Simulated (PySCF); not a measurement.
Coordinates in bohr (charge 0 multiplicity 2):
```
Cu    0.0000    0.0000   -0.0442
H     2.4955    0.0000    1.3812
H    -2.4955    0.0000    1.3812
```

Computed with UPBE0/[Cu def2-TZVP, H def2-TZVP], no relativity, density fitting, PySCF.

This geometry of CuH2 is a stationary point at this level.

Q: What is the point group?

A: C2v.

Q: Is it a minimum?

A: Yes: all harmonic wavenumbers are real.

Q: List the harmonic modes with their infrared intensities.

A: 
```csv
symmetry,ω (cm⁻¹),IR (km/mol),type
a1,635,101,bend
b2,1653,15.7,stretch
a1,1779,11.0,stretch
```

Q: What is the atomisation energy, with and without zero-point energy?

A: 371 kJ/mol without, 346 kJ/mol with.

In C2v the vibrations span 2a1 + b2. Here b1 is antisymmetric to the molecular plane and b2 lies in it.

This need not be the most stable arrangement of these atoms. With open d or f shells other occupations or spin states may lie lower.
